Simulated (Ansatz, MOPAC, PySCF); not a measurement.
Ligands exchanged one at a time, Al SiH3-H. Gas-phase values, no solvent. Strings in code marks are SMILES.

Quantity: vertical ionisation energy (energy after one electron is removed minus that of the parent at the parent's geometry), in eV.

Level 1: frozen-core CCSD(T)/cc-pVTZ // PBE-D3(BJ)/def2-TZVP (Ansatz, a quantum-chemistry and plane-wave program)
Level 2: minus the HOMO energy of HF/3-21G // PBE-D3(BJ)/def2-TZVP (PySCF)
Level 3: minus the HOMO energy of PBE-D3(BJ)/def2-TZVP (PySCF)
Level 4: minus the HOMO energy of PM7 // PBE-D3(BJ)/def2-TZVP (MOPAC)

```
species         level 1  level 2  level 3  level 4
--------------  -------  -------  -------  -------
`[AlH2][SiH3]`     9.85    10.12     6.56    10.56
`[AlH3]`          11.39    11.61     7.29    12.10
```
